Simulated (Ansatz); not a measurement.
`F[SiH2][TeH]` + PH₃ → `P[TeH]` + `F[SiH3]` at 500 K and 1 bar (ligand exchange at a Te–Si bond).

Computed with Ansatz on PBE0-D4/def2-TZVP structures; ΔE is electronic, products minus reactants. CCSD(T)/CBS adds triple-zeta CCSD(T) − MP2 to the extrapolated MP2 energy (def2 sets, frozen cores). This one scheme is used for every species. def2 core potentials past Kr. For Te outer-core shells are correlated without core-valence functions, which leaves a few kJ/mol of doubt a bond.

```
       species  CCSD(T)/CBS energy (Eh)  H − E (kJ/mol)  S (J/(mol·K))
`F[SiH2][TeH]`               -658.47489           103.9          359.9
           PH₃               -342.72256            81.5          231.4
      `P[TeH]`               -610.46278            90.9          324.3
     `F[SiH3]`               -390.72345            94.1          267.5
```

H − E and S are ideal-gas, rigid-rotor, harmonic terms from PBE0-D4/def2-TZVP, for one conformer and one mirror image of each species. 1 Eh = 2625.50 kJ/mol, R = 8.31446 J/(mol·K).

Q: By hand: ΔE, ΔH, ΔS and ΔG.

A: ΔE = (-610.46278) + (-390.72345) − (-658.47489) − (-342.72256) = 0.01122 Eh = 29.5 kJ/mol. Δ(H − E) = 90.9 + 94.1 − 103.9 − 81.5 = -0.4, so ΔH = 29.1 kJ/mol. ΔS = 324.3 + 267.5 − 359.9 − 231.4 = 0.5 J/(mol·K). ΔG = 29.1 − 500 × (0.5)/1000 = 28.9 kJ/mol.

Q: By hand: the equilibrium constant, and the temperature at which ΔG would vanish if ΔH and ΔS stayed fixed.

A: log₁₀ K = −ΔG/(RT ln 10) = -3.0. ΔG = 0 at ΔH/ΔS = 58200 K, far beyond where these terms or the molecules hold.

The number of gas molecules stays the same, so ΔS is small and ΔH decides. A doubt of 5 kJ/mol in ΔE shifts log₁₀ K by 0.5 here. Other conformers and mirror images would add mixing entropy, several J/(mol·K) or more a flexible species. These are equilibria of isolated gas molecules and say nothing of rates. Largest T1 diagnostic: 0.013 (customary marks: 0.02 for closed shells, 0.045 for open ones).
